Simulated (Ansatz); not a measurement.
Consider the ligand exchange at a Ga–O bond: `[NH2][GaH][OH]` + `O[SiH3]` → `[NH2][GaH][O][SiH3]` + H₂O.

Isolated molecules relaxed with PBE0-D4/def2-TZVP in Ansatz; ΔE leaves out vibrations. CCSD(T)/CBS is the MP2 limit (def2-TZVPP, def2-QZVPP) plus CCSD(T) − MP2 in def2-TZVPP, frozen cores. This one scheme is used for every species. Functionals use def2-TZVPP. For Ga outer-core shells are correlated without core-valence functions, which leaves a few kJ/mol of doubt a bond. Scalar relativity is left out up to krypton. Each species was taken in one conformer, which may not be the lowest.

`[NH2][GaH][OH]`:

Cartesian coordinates in Å:
```
N 0.746 0.893 -0.336
Ga 0.127 -0.703 0.260
O -1.646 -0.924 0.353
H 0.168 1.666 -0.618
H 1.725 1.107 -0.422
H 1.037 -1.877 0.689
H -2.157 -0.162 0.074
```

`O[SiH3]`:

```xyz
6

O     0.981   -0.735    0.374
Si   -0.370    0.067   -0.121
H     1.764   -0.217    0.564
H    -0.839    1.040    0.905
H    -1.403   -0.972   -0.336
H    -0.134    0.816   -1.386
```

`[NH2][GaH][O][SiH3]`:

Z-matrix (Å, degrees):
```
Si
O 1 1.625
H 1 1.489 2 110.2
H 1 1.489 2 110.2 3 119.7
H 1 1.493 2 111.6 3 -120.1
Ga 2 1.786 1 139.8 3 120.1
N 6 1.801 2 112.1 1 179.6
H 6 1.548 2 121.1 1 -0.5
H 7 1.004 6 124.5 2 180.0
H 7 1.005 6 122.7 2 -0.0
```

H₂O:

Z-matrix (Å, degrees):
```
O
H 1 0.960
H 1 0.960 2 105.1
```

```json
{"level": "r2SCAN-D4", "ΔE (kJ/mol)": "-19.5", "difference from CCSD(T)/CBS": "3.9"}
{"level": "BHLYP-D4", "ΔE (kJ/mol)": "-26.7", "difference from CCSD(T)/CBS": "-3.3"}
{"level": "ωB97M-V", "ΔE (kJ/mol)": "-19.6", "difference from CCSD(T)/CBS": "3.8"}
{"level": "revPBE", "ΔE (kJ/mol)": "-12.8", "difference from CCSD(T)/CBS": "10.6"}
{"level": "r2SCAN", "ΔE (kJ/mol)": "-18.4", "difference from CCSD(T)/CBS": "5.0"}
{"level": "LC-ωPBE", "ΔE (kJ/mol)": "-17.6", "difference from CCSD(T)/CBS": "5.8"}
{"level": "CCSD/def2-SVP", "ΔE (kJ/mol)": "-26.4", "difference from CCSD(T)/CBS": "-3.0"}
{"level": "MP2/def2-TZVPP", "ΔE (kJ/mol)": "-23.1", "difference from CCSD(T)/CBS": "0.3"}
{"level": "CCSD(T)/def2-TZVPP", "ΔE (kJ/mol)": "-23.2", "difference from CCSD(T)/CBS": "0.2"}
{"level": "HF/CBS(def2)", "ΔE (kJ/mol)": "-25.0", "difference from CCSD(T)/CBS": "-1.6"}
{"level": "CCSD(T)/CBS", "ΔE (kJ/mol)": "-23.4", "difference from CCSD(T)/CBS": "0"}
```

**Question.** What do rigid-rotor, harmonic-oscillator terms from PBE0-D4/def2-TZVP frequencies (298.15 K, 1 bar) make of the CCSD(T)/CBS value? (Best estimate.)

**Answer.** The calculation gave: ΔZPE = -2.6 kJ/mol, ΔH = -22.4 kJ/mol, ΔS = 0 J/(mol·K), ΔG = -22.5 kJ/mol. Modes under 50 cm⁻¹ make the entropy rough.

Largest T1 diagnostic among the species: 0.014.

From PBE to PBE0 (25 % exact exchange), in def2-TZVPP and without D4, ΔE moves by −4.1 kJ/mol. The D4 term adds −6.0 kJ/mol with B3LYP and −3.5 kJ/mol with PBE0; it sums over pairs of atoms, weighted by their polarisabilities, and B3LYP, whose exchange is more repulsive, gets the larger term.

B3LYP here is the variant with VWN-RPA as its local correlation; programs differ in this.
